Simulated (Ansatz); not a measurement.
A family of molecules: the HOMO–LUMO gap

One atom is swapped for its congeners: C2H6S2 (dimethyl disulfide) `CSSC`; CH6S2Si `CSS[SiH3]`; CH6GeS2 `CS[S][GeH3]`. All are singlets with charge 0.

Shapes, held fixed at every level: PBE0-D4/def2-TZVP. Flexible molecules stand in one conformer, not always the lowest. Programs: Ansatz 0.2.0. Values in eV.

| level | C2H6S2 | CH6S2Si | CH6GeS2 |
| --- | --- | --- | --- |
| SPW92/def2-TZVPP | 4.30 | 3.69 | 3.78 |
| PBE-D4/def2-TZVPP | 4.41 | 3.79 | 3.88 |
| r2SCAN-D4/def2-TZVPP | 4.88 | 4.21 | 4.31 |
| BHLYP-D4/def2-TZVPP | 8.78 | 8.11 | 8.15 |
| r2SCAN0-D4/def2-TZVPP | 6.89 | 6.21 | 6.27 |
| wB97M-V/def2-TZVPP | 10.84 | 10.15 | 10.19 |
| wB97X-V/def2-TZVPP | 11.17 | 10.48 | 10.52 |

At wB97X-V/def2-TZVPP the HOMO–LUMO gap isn't monotonic: it is largest for C and smallest for Si (11.17 and 10.48 eV). Every level shows the same order. Relativity is left out for Ge unless named. Orbital gaps aren't excitation energies, and the LUMO depends on the basis.
